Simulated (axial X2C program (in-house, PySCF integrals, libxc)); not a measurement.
## Spin–orbit effects along a row: molecules with I (ions), PBE0

Calculated with an in-house relativistic program for diatomic molecules, spin-free (one-electron X2C) or two-component (2c: spin–orbit coupling with atomic mean-field Coulomb and Gaunt terms, which also bring small scalar terms), in Dyall basis sets with cores contracted in-house; open shells are unrestricted.

Basis sets: Cr dyall-acv3z, Ga dyall-acv3z, Ge dyall-acv3z, I dyall-acv3z, Sc dyall-acv3z, Se dyall-acv3z.

```csv
molecule,spin-free state,Re (Å),ωe (cm⁻¹),De (eV),2c state,Re 2c (Å),ωe 2c (cm⁻¹),De 2c (eV)
ScI⁻,"M_S = 1/2, Λ = 2",2.846,184.2,1.36,Ω = 3/2,2.848,183.3,n/a
CrI⁻,"M_S = 3, Λ = 0",2.762,156.1,0.96,Ω = 3,2.764,155.3,0.96
GaI⁻,"M_S = 1/2, Λ = 1",2.814,137.5,1.01,Ω = 1/2,2.815,137.6,n/a
GeI⁻,"M_S = 1, Λ = 0",2.734,164.7,1.55,Ω = 1,2.738,163.7,n/a
SeI⁻,"M_S = 0, Λ = 0",2.547,233.4,1.61,Ω = 0,2.552,230.0,1.57
```

**Question.** Work out the shifts from the spin-free to the two-component result.

**Answer.** 

```
molecule  2c state  ΔRe (Å)  Δωe (cm⁻¹)  ΔDe (eV)
    ScI⁻   Ω = 3/2    0.002        -0.9       n/a
    CrI⁻     Ω = 3    0.002        -0.8      0.00
    GaI⁻   Ω = 1/2    0.001         0.1       n/a
    GeI⁻     Ω = 1    0.004        -1.0       n/a
    SeI⁻     Ω = 0    0.005        -3.4     -0.04
```

Shifts of one unit in the last digit are rounding.

Fragments in 2c: I- + Sc, I- + Cr, I- + Ga, I- + Ge, I- + Se. Each entry is the lowest single determinant of a limited PBE0 search at one distance. De goes to single-determinant-based atoms at the same level (for ions the charge split of lowest energy) and is withheld (n/a) where an atom does not fit its ground term or J level. Main or longest-lived isotopes. One determinant is a doubtful description, or other states lie close, for ScI⁻, CrI⁻, GeI⁻; these need not be ground states, and all values refer to the states named. Some open-shell Ω = 0 determinants are out of reach, so the Ω given for CrI⁻, GeI⁻ need not be the lowest component. With several unpaired electrons the Ω given is that of one determinant, not necessarily of the lowest component. The functionals have no current term, which raises determinants with orbital currents.
